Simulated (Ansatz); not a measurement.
Total energies of AlAsF$_{3}$H$_{3}$, SMILES `[F][Al-]([F])([F])[AsH3+]`.

```xyz
8

F     1.709   -1.499    0.696
Al    1.329    0.105    0.628
F     0.889    0.847    2.034
F     2.081    1.022   -0.519
As   -1.013   -0.081   -0.479
H    -1.558   -1.445   -0.798
H    -1.235    0.573   -1.814
H    -2.203    0.477    0.251
```

The species carries charge 0 and has multiplicity 1. Correlated methods include outer-core shells of As, which these sets cover unevenly. Scalar relativity is left out up to krypton. All single points use the PBE0-D4/def2-TZVP geometry. Basis def2-TZVPP, Ansatz 0.2.0.

RPA on PBE orbitals: Hartree–Fock energy of these orbitals -2776.49709 Eh, correlation -1.69723 Eh (frozen core).

```csv
functional,energy without D4 (Eh),D4 term (kJ/mol)
revPBE,-2779.67619,-41.1
r2SCANh,-2779.84407,-4.0
```

(1) Give the same for LDA (SPW92), PBE, BLYP, r2SCAN, B97M-V, PBE0, B3LYP, r2SCAN0, HSE06 (plane-wave form), BHLYP, CAM-B3LYP, LC-ωPBE, ωB97X-V, ωB97M-V, B2PLYP, PBE-QIDH. (Best estimate.)

B3LYP takes the VWN-RPA correlation (the form of Gaussian; ORCA's B3LYP/G). HSE06 is the plane-wave form, built on full-range PBE exchange. The double hybrids freeze the cores in their second-order part.

Answers

(1) Computed: 
| functional | energy without D4 (Eh) | D4 term (kJ/mol) |
| --- | --- | --- |
| LDA (SPW92) | -2773.75681 | – |
| PBE | -2779.25587 | -15.4 |
| BLYP | -2780.04817 | -33.1 |
| r2SCAN | -2779.86813 | -3.7 |
| B97M-V | -2779.44425 | – |
| PBE0 | -2779.34635 | -13.2 |
| B3LYP | -2780.09284 | -25.1 |
| r2SCAN0 | -2779.80966 | -4.4 |
| HSE06 (plane-wave form) | -2779.32960 | -12.4 |
| BHLYP | -2779.90497 | -21.1 |
| CAM-B3LYP | -2780.09145 | -13.6 |
| LC-ωPBE | -2779.48331 | – |
| ωB97X-V | -2779.67564 | – |
| ωB97M-V | -2779.80458 | – |
| B2PLYP | -2779.38354 | – |
| PBE-QIDH | -2778.91166 | – |

LC-ωPBE has ω = 0.4 bohr⁻¹.
